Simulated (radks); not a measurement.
The numbers below are computed, except where a source is named.
Ionisation ladder of manganese, from Mn22+ to Mn24+. Each ion is in the ground configuration listed by NIST, and IE = E(next ion) - E(this ion), with E = 0 for the bare nucleus. Level of theory: scalar-relativistic Kohn-Sham, exchange-only LDA, spin-polarised, spherical densities, point nucleus; open shells are filled with parallel spins first (a radial shooting solver on a logarithmic mesh with Libxc functionals).

species  configuration  E (hartree)  IE, Delta-SCF (eV)  -e(HOMO) (eV)   HOMO  <r> HOMO (bohr)  IE, NIST (eV)    kind  error (eV)
Mn22+         [He] 2s1   -681.34515              1876.7         1839.8  2s up            0.250         1879.9  theory        -3.2
Mn23+             [He]   -612.37772              8118.6         7969.1     1s           0.0604         8140.8  theory       -22.2
Mn24+              1s1   -314.02402              8545.0         8391.7  1s up           0.0595         8572.0  theory       -26.9

Reference values: NIST Atomic Spectra Database (exp. = measured, semi-emp. = semi-empirical, theory = theoretical value adopted there). The ionisation energy per charge of the ion left behind rises most, in proportion, at Mn23+ ([He]), from 81.596 to 338.28 eV.
